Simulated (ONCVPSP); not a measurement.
## Before and after: ONCV potential for Cd

cadmium, optimised norm-conserving Vanderbilt (ONCV), made with ONCVPSP 4.0.1 (LDA (Perdew-Wang 92), scalar-relativistic). Core [Ar] 3d10, reference 4s2 4p6 4d10 5s2. Waves: 4s+5s: rc 1.45 bohr, ncon 4, nbas 7, qcut 11 1/bohr, 2 projectors; 4p: rc 1.25 bohr, ncon 4, nbas 9, qcut 9.7 1/bohr, 2 projectors, debl 3.9 Ha; 4d: rc 1.30 bohr, ncon 4, nbas 7, qcut 8.1 1/bohr, 3 projectors, debl 1.7 Ha. Local part: polynomial inside 1.00 bohr (lpopt 5, dvloc0 -1 Ha). Core correction: none.

Change: s: qcut 7.1.

Cutoffs: the cutoffs (Ha) at which the residual kinetic energy of the hardest occupied pseudo-wave falls to 1 and 0.1 mHa per electron; they do not see the model core or the augmentation charge, which bear on the density cutoff. Errors are all-electron minus pseudo energies relative to the spin-unpolarised reference configuration.

Q: Predict the effect on cutoff, ghosts and configuration errors.

A: The potential gets neither clearly harder nor softer (38 Ha and 90 Ha → 34 Ha and 90 Ha); the p channel sets the loose cutoff, while the largest relative change is in s, which becomes softer; of the 4 tests that both files solve, the error grows in 3 and shrinks in 0 by more than 15 % and 0.3 meV (median size 2.9 → 4.1 meV); neither file shows a bound ghost.

```tsv
quantity	base	changed
cutoff, loose	38 Ha	34 Ha
cutoff, tight	90 Ha	90 Ha
loose cutoff by channel	s 38 Ha, p 34 Ha, d 34 Ha	s 22 Ha, p 34 Ha, d 34 Ha
bound ghosts	none	none
GHOST(+) flags under 300 eV	s at 265.3 eV	s at 182.4 eV
error for 4s2 4p6 4d10 5s1, meV [ΔE 9.62 eV]	-1.5	-1.8
error for 4s2 4p6 4d10 5s0, meV [ΔE 27.14 eV]	-4.4	-6.4
error for 4s2 4p6 4d9 5s0, meV [ΔE 65.40 eV]	-9.4	-12
error for 4s2 4p6 4d10 5s1.5, meV [ΔE 3.87 eV]	-0.6	-0.6
s: phases at 1.47 bohr within 0.05 rad from the reference energy up to (Ha; the scan ends near 5)	to the end of the scan	to the end of the scan
p: phases at 1.27 bohr within 0.05 rad from the reference energy up to (Ha; the scan ends near 5)	to the end of the scan	to the end of the scan
d: phases at 1.32 bohr within 0.05 rad from the reference energy up to (Ha; the scan ends near 5)	to the end of the scan	to the end of the scan
```
